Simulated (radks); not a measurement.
Problem. These are the eigenvalues of the occupied orbitals of an atom or ion with whole-number occupations (Ry). Calculated with a radial shooting solver on a logarithmic mesh with Libxc functionals: non-relativistic Kohn-Sham, LDA (Slater exchange, Perdew-Wang correlation), spin-unpolarised, spherical densities, point nucleus.

orbital  eigenvalue
1s        -2458.880
2s        -407.7454
2p        -386.4328
3s        -113.8100
3p        -104.8125
3d        -88.17829
4s        -47.55452
4p        -44.06367

Which element is it, and in what charge state? The configuration may be excited.

Solution. Z = 54, xenon, charge +20: Xe20+ in [Ar] 3d10 4s2 4p4. The list shows which subshells hold electrons but not how many an open one holds; the 1s level, -1229.4 hartree, gives Z - s = 49.6 by -(Z - s)^2/2, which with screening narrows Z to a few neighbours, and the depths of the outer levels then fix element, charge and occupations together.
